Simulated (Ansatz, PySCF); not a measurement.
Process, species as SMILES: O[Si](O)(O)O -> [OH] (HO) + O[Si](O)O (the O-Si bond at the site shown breaks; other sites are not compared here)
Structures are relaxed separately at B3LYP-D3(BJ)/def2-TZVP in Ansatz (a program for electronic structure), one conformer each, not searched for the lowest. Frequencies are from Ansatz or PySCF.

Wanted: bond dissociation energy (enthalpy at 298 K, with B3LYP-D3(BJ) rigid-rotor harmonic-oscillator terms), in kcal/mol. Cores are frozen in the correlated levels unless marked. UHF or UKS for open shells. Spin-orbit coupling is left out. Non-relativistic unless marked X2C. CBS marks a two-point X^-3 extrapolation of the correlation energy; Hartree-Fock from the larger set. The bracket is a focal-point correction in the basis named.

```csv
level,program,bond dissociation energy (kcal/mol)
HF/aug-cc-pV(T+d)Z,Ansatz,104.4
```

Q: Estimate the value at RI-MP2/CBS(aug-cc-pV(T+d)Z,aug-cc-pV(Q+d)Z)+[CCSD(T)-MP2]/aug-cc-pV(T+d)Z as computed with Ansatz.

A: 138.3 kcal/mol
